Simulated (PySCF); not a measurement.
## Reproducing measurements on BCl3

**Experimental background.**

Beach, A photoelectron spectroscopic study of bonding in inorganic and organometallic compounds, PhD thesis, LBL 1985 lists, for the gas: B 1s binding energy of B2 199.98 eV; Cl 2p3/2 binding energy of Cl1/Cl3/Cl4 206.84 eV.

Voora, Galhenage, Hemminger, Furche, J. Chem. Phys. 2019, 151, 134106 lists, for the gas: B 1s binding energy of B2 199.8 eV.

The results are set against them at the end.

Compound: BCl3.
Atom-mapped SMILES: `[Cl:1][B:2]([Cl:3])[Cl:4]`

Structure used (PBE0-D3(BJ)/def2-SVP), in Å, numbered top down from 1:
```
atom  x, y, z in Å
Cl1   -0.795   -1.557    0.006
B2     0.025   -0.020   -0.021
Cl3   -0.893    1.461   -0.028
Cl4    1.766    0.035   -0.033
```

Runs made with PySCF (gas phase, on this PBE0-D3(BJ)/def2-SVP geometry; non-relativistic but for the core-level run):

| level | job | basis functions | wall time |
| --- | --- | --- | --- |
| delta-SCF UKS SCAN, pcX-2 on the ionised atom, pcseg-1 elsewhere, spin-free X2C | ΔSCF core ionisation, 3 holes | 110 | 3.5 s |

Hardware: AMD EPYC 7R13, one thread, on a shared host.

## Comparison

**Core binding energies.** Delta-SCF UKS SCAN, pcX-2 on the ionised atom, pcseg-1 elsewhere, spin-free X2C (PySCF).

```
       level and atom  computed (eV)     measured (eV)  computed − measured (eV)
             B 1s, B2         199.88  199.98 and 199.8                     -0.10
Cl 2p3/2, Cl1/Cl3/Cl4         207.13            206.84                     +0.29
```

Sources, in the order of the opening: Beach, A photoelectron spectroscopic study of bonding in inorganic and organometallic compounds, PhD thesis, LBL 1985; Voora, Galhenage, Hemminger, Furche, J. Chem. Phys. 2019, 151, 134106. Against the first value of each row the mean signed difference is +0.09 eV and the largest in size +0.29 eV. The computed values are vertical, without vibrational structure; measured positions hang on the energy calibration. The first atom of each set that the bonding makes equivalent was ionised and stands for the set. Spin–orbit coupling isn't in the SCF: each 2p doublet comes from a relaxed spin-free hole plus a matrix of the shell (mean-field spin–orbit coupling and the ground-state 2p splitting), with 2p3/2 averaged over its two sublevels.

The geometry is computed, not the measured one. Where a level misses, the cause wasn't examined.
